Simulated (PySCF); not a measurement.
Spin states and ions at one geometry of [TlCl2]−

PySCF 2.14.0, RKS PBE, Tl def2-SVP with ECP60, Cl def2-SVP; non-relativistic Hamiltonian with scalar-relativistic core potentials where named; density fitting; no spin-orbit coupling; singlets restricted, open shells unrestricted. The geometry is relaxed for charge -1, singlet, vacuum:

```xyz
3

Tl   -0.9893    0.0000    0.0000
Cl    0.7020    0.0000    2.0785
Cl    0.7020    0.0000   -2.0785
```

Energies count from the relaxed state; an electron taken off or put on is at rest in vacuum. Charges and spins are Mulliken's.

| state | energy (eV) | spin squared | charge on Tl1 (e) | spin on Tl1 (e) | dipole about the centre of mass (D) |
| --- | --- | --- | --- | --- | --- |
| charge -1, singlet, vacuum | 0.00 | 0.00 | 0.03 | 0.00 | 5.27 |
| charge -1, triplet, vacuum | 3.19 | 2.00 | -0.28 | 1.32 | 3.24 |

**Question.** What does the state charge 0, doublet, vacuum give?

**Answer.** energy (eV) 3.52, spin squared 0.75, charge on Tl1 (e) 0.46, spin on Tl1 (e) 0.23, dipole about the centre of mass (D) 3.60.

With an electron taken off (doublet) the charges change, summed by element, by Tl +0.43 e, Cl +0.57 e. The vertical ionisation energy is 3.52 eV, against −ε(HOMO) = 0.65 eV of the relaxed state. The level lies 2.9 eV too high, as is usual for semilocal functionals and global hybrids, which keep a self-interaction error.

Open shells may have lower solutions than those found.
